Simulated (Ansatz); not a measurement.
Abridged output of a molecular run in Ansatz:

```
Functional definition: HF
838 factors; integrals over basis functions are off by at most 1.0e-3 eV
mean field evaluation 1: about -16223.7070 eV, gradient 4.8e1 eV
mean field evaluation 2: about -16223.7486 eV, gradient 4.8e1 eV
mean field evaluation 4: about -16227.7958 eV, gradient 2.4e0 eV
mean field evaluation 8: about -16227.8259 eV, gradient 2.0e-1 eV
mean field -16227.82605444 eV, -596.3616078852 hartree, gradient 1.0e-6 eV, S^2 0.000000; 0 other end points of the search recorded, 0 dependent functions left out
9 core orbitals not correlated: weight in the atoms' cores, before any rotation towards them, 1.000 or more for the frozen orbitals, at most 0.000 for the correlated occupied ones
reference -16227.82605444 eV, -596.3616078852 hartree; 16, 16 occupied and 64, 64 virtual orbitals, 838 factors
second order -21.86858601 eV of doubles, -0.00000000 eV of singles
cycle   1  -21.93656428 eV  change   -6.8e-2 eV  update   9.3e-2
cycle   2  -22.31302201 eV  change   -3.8e-1 eV  update   2.5e-2
cycle   3  -22.42947187 eV  change   -1.2e-1 eV  update   1.3e-2
cycle   4  -22.42425484 eV  change    5.2e-3 eV  update   2.2e-3
cycle   5  -22.42195920 eV  change    2.3e-3 eV  update   8.0e-4
cycle   6  -22.42211567 eV  change   -1.6e-4 eV  update   2.2e-4
cycle   7  -22.42209624 eV  change    1.9e-5 eV  update   7.8e-5
cycle   8  -22.42204096 eV  change    5.5e-5 eV  update   2.4e-5
cycle   9  -22.42203212 eV  change    8.8e-6 eV  update   8.1e-6
perturbative correction -0.31921784 eV, -0.0117310393 hartree
Total energy: -16250.56730440 eV, -597.1973334065 hartree
```

Its atoms:

Cartesian coordinates in Å:
```
N -0.3634 0.6325 -0.6504
Al 0.3789 -0.6594 0.6783
F 1.9709 -0.2011 0.6898
F -0.5187 -0.2691 2.0149
F 0.0225 -2.0965 -0.0650
H -1.0825 1.2105 -0.2259
H 0.3673 1.2429 -1.0040
H -0.7749 0.1402 -1.4377
```

(1) Which basis set was used?
A. def2-TZVPPD
B. def2-SVPD
C. def2-SVP
D. cc-pV(Q+d)Z

(2) Write the keys of the input that set method, charge and spin (a neutral closed shell needs none for the last two).

Results:

(1) C. It gives 89 functions.

(2) 
```yaml
correlation: {method: ccsd_t}
```
